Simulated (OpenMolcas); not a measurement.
**Re4+: effect of the basis set**

```
Program             : OpenMolcas
Method              : RASSCF
Active space        : 9 electrons in 8 orbitals (RAS1 5p, at most 2 holes; RAS2 5d)
State averaging     : 2S+1 = 4 even, 10 roots; 2S+1 = 2 even, 40 roots
Spin-orbit coupling : RASSI with atomic mean-field integrals over the reference wave functions, term energies averaged over their components
```

A. ANO-R2 [8s6p5d3f1g], X2C, finite nucleus; cost of the order of 40 core-seconds
B. ANO-RCC-VTZP [8s7p5d3f2g1h], DKH2, point nucleus; cost of the order of 24 core-seconds
C. ANO-RCC-VQZP [9s8p6d4f3g2h], DKH2, point nucleus; cost of the order of 70 core-seconds

Energies in cm⁻¹ above 5d³ ⁴F_3/2, the measured ground level; measured values from the list in Brasseur, Gamrath and Quinet, At. Data Nucl. Data Tables 157, 101636 (2024).

```
            Level      A      B      C  Measured
       5d³ ⁴F_3/2    0.0    0.0    0.0       0.0
       5d³ ⁴F_5/2   5004   4927   4925      4853
       5d³ ⁴F_7/2   9521   9399   9388      8973
5d³ ⁴F_9/2 [73 %]  13066  12936  12918     11914
5d³ ⁴P_3/2 [50 %]  14658  14650  14642          
5d³ ⁴P_1/2 [75 %]  16666  16634  16635     14325
       5d³ ²G_7/2  21884  21798  21789     19013
5d³ ²H_9/2 [55 %]  22952  22858  22841          
       5d³ ⁴P_5/2  23123  23017  23012     20922
5d³ ²P_1/2 [75 %]  27580  27467  27463     23669
      5d³ ²H_11/2  31246  31149  31149     27077
    5d³ ²D_5/2(1)  32423  32301  32300     28739
5d³ ²G_9/2 [53 %]  34162  33989  33998          
5d³ ²P_3/2 [59 %]  36998  36818  36828     32766
       5d³ ²F_5/2  40223  40195  40180     34162
       5d³ ²F_7/2  40546  40491  40482     34625
    5d³ ²D_5/2(2)  58772  58718  58707     52467
    5d³ ²D_3/2(2)  58811  58785  58772
```

Deviations, from unrounded energies. A percentage is the sum of absolute deviations over the sum of measured energies, with the sign that they share, or ± where signs differ.

```tsv
Against measurement	Levels	A	B	C
mean absolute deviation (cm-1)	13	3300	3300	3300
fine structure of the ground term (%)	3	+7.2	+5.9	+5.8
other terms of the ground configuration (%)	10	+14.5	+14.2	+14.2
```

A, B, C lie about equally close to measurement. The largest miss of C in the table is 5d³ ²D_5/2(2), by +6200 cm-1. The ranking rests on the paired levels alone, and a cruder setting can come out closer through cancelling errors.

Among A to C the level of the table that moves most is 5d³ ²P_3/2 [59 %], by 180 cm-1 (lowest in B, highest in A).

Without dynamic correlation excited terms often stand tens of per cent too high (terms of higher spin than the ground term too low), and those without a measured partner can miss by more than the paired ones. Active for correlation alone: 5p; no level in the range computed is led by a configuration that opens it, so any true level of that kind is missing. Measured partners are found by configuration, term and J. A level has none where our copy of the source lacks it or the pairing is in doubt (some pairs that miss far off the trend of their configuration count as doubtful), and it then counts in no deviation. Levels of configurations outside the active space are missing. The table leaves out levels that lie high or whose names do not pair safely across all columns.

A share in square brackets marks a mixed level and gives the weight of the term that names it, the lowest over the columns. A number in round brackets counts repeated terms of one configuration in the order of the reference energies.
